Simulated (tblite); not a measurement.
Input of a run (GFN2-xTB geometry optimisation, gas phase (tblite 0.8.0)), started from a force field or distance geometry:
```
{"job": {"kind": "relax", "xc": "GFN2-xTB", "basis": "xTB"}, "charge": 0, "multiplicity": 2}
C      1.685700     1.807100     0.757200
C      1.457300     0.824400     0.103100
C      1.222000    -0.393500    -0.686800
Si    -0.252900    -1.397100    -0.144900
Cl    -0.330400    -3.122400    -1.254000
O     -1.735600    -0.689100    -0.356000
Si    -2.566300     0.647700     0.153100
H      1.875300     2.695200     1.332200
H      1.074900    -0.103400    -1.736500
H      2.105000    -1.021500    -0.658100
H     -0.115700    -1.844400     1.274400
H     -1.957900     1.849200    -0.443600
H     -2.465800     0.748300     1.642200
```

Output (eV, eV/Å):
```
step      E/eV     max force
  0    -586.85958    1.870
  1    -586.94362    0.923
  2    -586.94008    3.226
  3    -586.98549    0.549
  4    -586.99376    0.358
  5    -587.00758    0.273
  6    -587.01413    0.274
  7    -587.02093    0.228
  8    -587.02598    0.188
  9    -587.02930    0.162
 10    -587.03139    0.131
 11    -587.03305    0.106
 12    -587.03459    0.107
 13    -587.03616    0.106
 14    -587.03781    0.125
 15    -587.03951    0.103
 16    -587.04099    0.090
 17    -587.04225    0.110
 18    -587.04359    0.108
 19    -587.04512    0.106
 20    -587.04661    0.090
 21    -587.04774    0.103
 22    -587.04859    0.105
 23    -587.04951    0.094
 24    -587.05090    0.098
 25    -587.05251    0.094
 26    -587.05363    0.065
 27    -587.05427    0.057
 28    -587.05486    0.068
 29    -587.05550    0.079
 30    -587.05624    0.069
 31    -587.05688    0.068
 32    -587.05731    0.071
 33    -587.05758    0.059
 34    -587.05780    0.041
 35    -587.05803    0.031
 36    -587.05822    0.034
 37    -587.05837    0.035
 38    -587.05850    0.031
 39    -587.05870    0.034
 40    -587.05901    0.046
 41    -587.05934    0.038
 42    -587.05952    0.020
 43    -587.05959    0.024
 44    -587.05965    0.023
 45    -587.05973    0.023
 46    -587.05985    0.029
 47    -587.05997    0.025
 48    -587.06005    0.027
 49    -587.06011    0.022
 50    -587.06020    0.024
 51    -587.06033    0.030
 52    -587.06050    0.035
 53    -587.06065    0.033
 54    -587.06079    0.032
 55    -587.06097    0.039
 56    -587.06124    0.043
 57    -587.06156    0.045
 58    -587.06179    0.032
 59    -587.06189    0.018
 60    -587.06193    0.017
 61    -587.06197    0.018
 62    -587.06202    0.020
 63    -587.06208    0.019
 64    -587.06212    0.012
 65    -587.06213    0.011
 66    -587.06214    0.011
 67    -587.06216    0.012
 68    -587.06219    0.015
 69    -587.06222    0.015
 70    -587.06224    0.011
 71    -587.06225    0.007
```

Q: Summarise the run.

A: The energy falls by 19.6 kJ/mol over 71 L-BFGS steps, the largest force on an atom goes from 1.87 to 0.007 eV/Å, and the atoms move by 0.205 Å rms after alignment. The bond that changes most is Si4–O6 (ends: silicon bonded to C, Cl, O and H; oxygen bonded to 2 Si), which shortens by 0.047 Å. Bonds longer at the end by more than 0.005 Å: 2 of 12; shorter: 9. Among the angles that change most is Si4–O6–Si7, from 139.1° to 158.8°. Among the dihedrals that turn most is Si4–O6–Si7–H13, from -49° to -88°. The energy rose by more than 1e-5 eV at step 2. The first step brought 41 % of the lowering.

Q: What are the final bond lengths?

A: C1≡C2 1.197 Å, C2–C3 1.443 Å, C3–Si4 1.910 Å, Si4–Cl5 2.014 Å, Si4–O6 1.610 Å, O6–Si7 1.636 Å, C1–H8 1.049 Å, C3–H9 1.094 Å, C3–H10 1.092 Å, Si4–H11 1.455 Å, Si7–H12 1.454 Å, Si7–H13 1.454 Å. Numbering counts from 1 in the input's order; the species is `C#CC[Si@H](Cl)O[SiH2]` [radical].

GFN2-xTB frequencies show an imaginary mode (32i cm⁻¹), so the point is no minimum at that level. 3 starts were optimised and ended at 0.00, 0.33 and 0.92 kcal/mol (GFN2-xTB); the lowest of these is shown.

One conformer stands for the species.

These are computed values.
